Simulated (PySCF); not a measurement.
C5H7FO, SMILES C=C1C[C@@](F)(O1)C.

Geometry optimised at PBE-D3(BJ)/def2-SVP. The structure was generated by enumeration; whether it is a known compound was not checked.

All values below come from PBE-D3(BJ)/def2-SVP (PySCF 2.14.0).

No scaling factor is applied to the harmonic values.

```json
[
 {"mode": "1", "ν (cm⁻¹)": "76", "IR (km/mol)": "0.3", "moving atoms (share of kinetic energy)": "C 48 %, H 20 %, O 18 %, F 14 %"},
 {"mode": "2", "ν (cm⁻¹)": "230", "IR (km/mol)": "0.4", "moving atoms (share of kinetic energy)": "H 92 %"},
 {"mode": "3", "ν (cm⁻¹)": "295", "IR (km/mol)": "1.3", "moving atoms (share of kinetic energy)": "H 43 %, C 38 %, O 16 %"},
 {"mode": "4", "ν (cm⁻¹)": "320", "IR (km/mol)": "0.7", "moving atoms (share of kinetic energy)": "C 37 %, H 30 %, F 20 %, O 12 %"},
 {"mode": "5", "ν (cm⁻¹)": "356", "IR (km/mol)": "0.7", "moving atoms (share of kinetic energy)": "C 35 %, F 31 %, H 25 %, O 10 %"},
 {"mode": "6", "ν (cm⁻¹)": "422", "IR (km/mol)": "7.2", "moving atoms (share of kinetic energy)": "C 59 %, H 24 %, F 15 %"},
 {"mode": "7", "ν (cm⁻¹)": "469", "IR (km/mol)": "3.3", "moving atoms (share of kinetic energy)": "H 44 %, C 30 %, F 13 %, O 13 %"},
 {"mode": "8", "ν (cm⁻¹)": "503", "IR (km/mol)": "1.2", "moving atoms (share of kinetic energy)": "C 28 %, O 25 %, H 24 %, F 22 %"},
 {"mode": "9", "ν (cm⁻¹)": "629", "IR (km/mol)": "5.4", "moving atoms (share of kinetic energy)": "C 61 %, H 18 %, F 18 %"},
 {"mode": "10", "ν (cm⁻¹)": "691", "IR (km/mol)": "2.0", "moving atoms (share of kinetic energy)": "H 87 %"},
 {"mode": "11", "ν (cm⁻¹)": "772", "IR (km/mol)": "49.6", "moving atoms (share of kinetic energy)": "H 73 %, C 27 %"},
 {"mode": "12", "ν (cm⁻¹)": "787", "IR (km/mol)": "5.8", "moving atoms (share of kinetic energy)": "C 50 %, H 32 %, O 14 %"},
 {"mode": "13", "ν (cm⁻¹)": "842", "IR (km/mol)": "37.9", "moving atoms (share of kinetic energy)": "H 47 %, C 35 %, O 10 %"},
 {"mode": "14", "ν (cm⁻¹)": "880", "IR (km/mol)": "8.6", "moving atoms (share of kinetic energy)": "H 53 %, C 42 %"},
 {"mode": "15", "ν (cm⁻¹)": "918", "IR (km/mol)": "82.1", "moving atoms (share of kinetic energy)": "O 34 %, H 32 %, C 32 %"},
 {"mode": "16", "ν (cm⁻¹)": "927", "IR (km/mol)": "44.7", "moving atoms (share of kinetic energy)": "H 51 %, C 28 %, F 18 %"},
 {"mode": "17", "ν (cm⁻¹)": "966", "IR (km/mol)": "20.4", "moving atoms (share of kinetic energy)": "C 47 %, O 38 %, H 15 %"},
 {"mode": "18", "ν (cm⁻¹)": "1036", "IR (km/mol)": "7.9", "moving atoms (share of kinetic energy)": "H 75 %, C 22 %"},
 {"mode": "19", "ν (cm⁻¹)": "1074", "IR (km/mol)": "161.7", "moving atoms (share of kinetic energy)": "C 64 %, H 31 %"},
 {"mode": "20", "ν (cm⁻¹)": "1136", "IR (km/mol)": "5.6", "moving atoms (share of kinetic energy)": "H 62 %, C 37 %"},
 {"mode": "21", "ν (cm⁻¹)": "1223", "IR (km/mol)": "104.1", "moving atoms (share of kinetic energy)": "C 65 %, H 28 %"},
 {"mode": "22", "ν (cm⁻¹)": "1248", "IR (km/mol)": "27.3", "moving atoms (share of kinetic energy)": "C 69 %, H 22 %, O 9 %"},
 {"mode": "23", "ν (cm⁻¹)": "1265", "IR (km/mol)": "108.7", "moving atoms (share of kinetic energy)": "C 63 %, H 31 %"},
 {"mode": "24", "ν (cm⁻¹)": "1341", "IR (km/mol)": "5.5", "moving atoms (share of kinetic energy)": "H 86 %, C 13 %"},
 {"mode": "25", "ν (cm⁻¹)": "1357", "IR (km/mol)": "52.5", "moving atoms (share of kinetic energy)": "H 57 %, C 43 %"},
 {"mode": "26", "ν (cm⁻¹)": "1379", "IR (km/mol)": "24.1", "moving atoms (share of kinetic energy)": "H 85 %, C 15 %"},
 {"mode": "27", "ν (cm⁻¹)": "1403", "IR (km/mol)": "1.5", "moving atoms (share of kinetic energy)": "H 95 %"},
 {"mode": "28", "ν (cm⁻¹)": "1406", "IR (km/mol)": "4.3", "moving atoms (share of kinetic energy)": "H 91 %, C 9 %"},
 {"mode": "29", "ν (cm⁻¹)": "1738", "IR (km/mol)": "141.8", "moving atoms (share of kinetic energy)": "C 95 %"},
 {"mode": "30", "ν (cm⁻¹)": "2991", "IR (km/mol)": "3.9", "moving atoms (share of kinetic energy)": "H 97 %"},
 {"mode": "31", "ν (cm⁻¹)": "3019", "IR (km/mol)": "5.2", "moving atoms (share of kinetic energy)": "H 95 %"},
 {"mode": "32", "ν (cm⁻¹)": "3087", "IR (km/mol)": "1.3", "moving atoms (share of kinetic energy)": "H 90 %, C 10 %"},
 {"mode": "33", "ν (cm⁻¹)": "3092", "IR (km/mol)": "4.3", "moving atoms (share of kinetic energy)": "H 90 %, C 10 %"},
 {"mode": "34", "ν (cm⁻¹)": "3098", "IR (km/mol)": "6.1", "moving atoms (share of kinetic energy)": "H 90 %, C 10 %"},
 {"mode": "35", "ν (cm⁻¹)": "3107", "IR (km/mol)": "0.7", "moving atoms (share of kinetic energy)": "H 95 %"},
 {"mode": "36", "ν (cm⁻¹)": "3212", "IR (km/mol)": "0.5", "moving atoms (share of kinetic energy)": "H 89 %, C 11 %"}
]
```
